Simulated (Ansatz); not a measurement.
`CN(C)[SiH2]O` → silanol + `C=NC`  (β-hydride elimination)

Gas-phase electronic energies from Ansatz, PBE0-D4/def2-TZVP geometries. CBS: MP2 limit from def2 TZ/QZ plus the TZ coupled-cluster correction, frozen cores. DFT in def2-TZVPP. B3LYP here is the variant with VWN-RPA as its local correlation; programs differ in this. HSE06 is defined as in plane-wave codes. Each species was taken in one conformer, which may not be the lowest.

```tsv
level	ΔE (kcal/mol)	difference from CCSD(T)/CBS
LDA (SPW92)	52.9	9.8
PBE-D4	42.7	-0.4
revPBE-D4	41.6	-1.5
BLYP-D4	38.1	-5.0
r2SCAN-D4	44.0	0.9
B97M-V	42.3	-0.8
PBE0-D4	45.9	2.8
B3LYP-D4	41.4	-1.7
r2SCANh-D4	45.1	2.0
r2SCAN0-D4	46.7	3.6
HSE06-D4	45.8	2.7
BHLYP-D4	44.6	1.5
CAM-B3LYP-D4	44.0	0.9
ωB97X-V	44.5	1.4
ωB97M-V	44.0	0.9
B2PLYP	40.0	-3.1
PBE-QIDH	46.7	3.6
revPBE	34.3	-8.8
BLYP	32.2	-10.9
r2SCAN	43.2	0.1
PBE0	43.4	0.3
B3LYP	36.9	-6.2
r2SCANh	44.2	1.1
HSE06	43.5	0.4
BHLYP	41.1	-2.0
CAM-B3LYP	41.4	-1.7
RPA@PBE/def2-TZVPP	38.8	-4.3
HF/def2-SVP	37.7	-5.4
MP2/def2-SVP	42.9	-0.2
CCSD/def2-SVP	39.8	-3.3
CCSD(T)/def2-SVP	39.4	-3.7
HF/def2-TZVPP	35.8	-7.3
MP2/def2-TZVPP	45.1	2.0
CCSD/def2-TZVPP	41.7	-1.4
CCSD(T)/def2-TZVPP	41.8	-1.3
HF/def2-QZVPP	35.9	-7.2
MP2/def2-QZVPP	45.8	2.7
SCS-MP2/def2-QZVPP	42.2	-0.9
HF/CBS(def2)	35.9	-7.2
MP2/CBS(def2)	46.3	3.2
CCSD(T)/CBS	43.1	0
```

Largest T1 diagnostic among the species: 0.011.

From PBE to PBE0 (25 % exact exchange), in def2-TZVPP and without D4, ΔE moves by +3.6 kcal/mol. In def2-TZVPP, CCSD(T) changes the Hartree–Fock value by +6.0 kcal/mol (the triples alone add +0.1 kcal/mol) and MP2 by +9.3 kcal/mol. Leaving LDA and LC-ωPBE aside and taking each functional with its dispersion term where it has one, the values spread over 8.6 kcal/mol, from BLYP-D4 to r2SCAN0-D4. LDA lies +13.1 kcal/mol from PBE without D4.
